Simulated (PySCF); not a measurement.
Compound: C3H5FOSi.
Atom-mapped SMILES: `[O:1]=[CH:2][Si@@H:3]1[CH2:4][C@@H:5]1[F:6]` (hydrogens: H7 on C2; H8 on Si3; H9, H10 on C4; H11 on C5)

A GFN2-xTB structure with every atom displaced at random (by about 0.01 Å) was refined with PBE0-D3(BJ)/def2-SVP geometry optimisation, gas phase (PySCF 2.14.0). Values at the start:

```csv
coordinate,start
O1=C2,1.223 Å
C2–Si3,1.904 Å
C2–H7,1.106 Å
Si3–C4,1.852 Å
Si3–C5,1.904 Å
Si3–H8,1.455 Å
C4–C5,1.519 Å
C4–H9,1.103 Å
C4–H10,1.102 Å
C5–F6,1.361 Å
C5–H11,1.071 Å
O1–C2–Si3,125.0°
C2–Si3–C4,113.4°
C2–Si3–C5,113.1°
Si3–C4–C5,68.0°
Si3–C5–C4,64.4°
Si3–C5–F6,120.1°
C4–Si3–C5,47.7°
C4–C5–F6,114.9°
C2–Si3–C4–C5,-101°
C2–Si3–C5–C4,101°
```

Problem. How do these coordinates change at the PBE0-D3(BJ)/def2-SVP level?

Solution. 
```json
{"coordinate": "Si3–C4", "PBE0-D3(BJ)/def2-SVP (Å or °)": "1.882", "change": "+0.030"}
{"coordinate": "C5–H11", "PBE0-D3(BJ)/def2-SVP (Å or °)": "1.098", "change": "+0.027"}
{"coordinate": "Si3–H8", "PBE0-D3(BJ)/def2-SVP (Å or °)": "1.482", "change": "+0.027"}
{"coordinate": "C2–H7", "PBE0-D3(BJ)/def2-SVP (Å or °)": "1.125", "change": "+0.019"}
{"coordinate": "O1=C2", "PBE0-D3(BJ)/def2-SVP (Å or °)": "1.205", "change": "-0.018"}
{"coordinate": "Si3–C5", "PBE0-D3(BJ)/def2-SVP (Å or °)": "1.889", "change": "-0.015"}
{"coordinate": "C4–C5", "PBE0-D3(BJ)/def2-SVP (Å or °)": "1.506", "change": "-0.013"}
{"coordinate": "C4–H10", "PBE0-D3(BJ)/def2-SVP (Å or °)": "1.096", "change": "-0.006"}
{"coordinate": "C4–H9", "PBE0-D3(BJ)/def2-SVP (Å or °)": "1.097", "change": "-0.006"}
{"coordinate": "C5–F6", "PBE0-D3(BJ)/def2-SVP (Å or °)": "1.363", "change": "+0.002"}
{"coordinate": "C2–Si3", "PBE0-D3(BJ)/def2-SVP (Å or °)": "1.903", "change": "-0.001"}
{"coordinate": "Si3–C5–C4", "PBE0-D3(BJ)/def2-SVP (Å or °)": "66.2", "change": "+1.8"}
{"coordinate": "O1–C2–Si3", "PBE0-D3(BJ)/def2-SVP (Å or °)": "123.5", "change": "-1.5"}
{"coordinate": "C4–C5–F6", "PBE0-D3(BJ)/def2-SVP (Å or °)": "116.1", "change": "+1.2"}
{"coordinate": "Si3–C4–C5", "PBE0-D3(BJ)/def2-SVP (Å or °)": "66.7", "change": "-1.3"}
{"coordinate": "C2–Si3–C5", "PBE0-D3(BJ)/def2-SVP (Å or °)": "113.8", "change": "+0.7"}
{"coordinate": "C4–Si3–C5", "PBE0-D3(BJ)/def2-SVP (Å or °)": "47.1", "change": "-0.6"}
{"coordinate": "Si3–C5–F6", "PBE0-D3(BJ)/def2-SVP (Å or °)": "119.7", "change": "-0.4"}
{"coordinate": "C2–Si3–C4", "PBE0-D3(BJ)/def2-SVP (Å or °)": "113.1", "change": "-0.3"}
{"coordinate": "C2–Si3–C5–C4", "PBE0-D3(BJ)/def2-SVP (Å or °)": "100", "change": "-1"}
{"coordinate": "C2–Si3–C4–C5", "PBE0-D3(BJ)/def2-SVP (Å or °)": "-102", "change": "-1"}
```

The energy falls by 9.3 kJ/mol over 10 energy and gradient evaluations, the largest force component goes from 0.0310 to 3.3e-04 Eh/bohr, and the atoms move by 0.049 Å rms after alignment. The bond that changes most is Si3–C4 (SiH silicon to sp3 carbon bound to silicon), which lengthens by 0.030 Å. Bonds longer at the end by more than 0.005 Å: 4 of 11; shorter: 5. Among the dihedrals that turn most is H9–C4–C5–H11, from 128° to 140°. Rotational constants go from 5392, 1776, 1506 to 5413, 1784, 1519 MHz.

The run used 113 basis functions and 72 SCF cycles in all. Hardware: an Arm Neoverse N1 with one thread, shared host with 64 logical CPUs at a one-minute load of 31. Cost: 67 s, 0.46 GiB resident at most.

PBE0-D3(BJ)/def2-SVP frequencies: not computed here. The numbers are those of one conformer.
